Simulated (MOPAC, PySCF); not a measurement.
C$_{2}$H$_{6}$N$_{2}$O, SMILES `[H]/N=C/OCN`, neutral singlet in the gas phase. 

Z-matrix (Å, degrees):
```
C
H 1 1.0919
H 1 1.0919 2 108.46
N 1 1.4133 2 113.23 3 -126.60
H 4 1.0058 1 115.23 2 -4.21
H 4 1.0058 5 111.94 1 -134.24
O 1 1.4675 2 106.72 3 114.62
C 7 1.3323 1 115.28 2 -57.91
N 8 1.2700 7 123.72 1 0.02
H 9 1.0169 8 109.75 7 180.00
H 8 1.0953 9 126.73 10 0.00
```
Charge 0, multiplicity 1.

All levels are single points at this geometry (r2SCAN-D4/def2-TZVP); Pople sets use spherical d functions. Orbital energies aren't observables, and empty levels follow the basis.

| level | HOMO (eV) | LUMO (eV) | gap (eV) | dipole (D) | vertical IE, Delta-SCF (eV) |
|---|---|---|---|---|---|
| r2SCAN-D4/def2-TZVP in PySCF | -6.05 | -0.08 | 5.97 | 0.91 | 9.04 |
| B3LYP/3-21G in PySCF | -6.07 | 1.35 | 7.42 | 1.06 | – |
| B3LYP/6-311+G** in PySCF | -7.07 | -0.11 | 6.96 | 0.74 | – |
| M06-2X/6-31G* in PySCF | -8.35 | 2.35 | 10.70 | 0.83 | – |
| PM6 in MOPAC | -9.73 | 1.12 | 10.86 | 0.71 | – |
| PM7 in MOPAC | -9.78 | 1.12 | 10.90 | 0.56 | – |
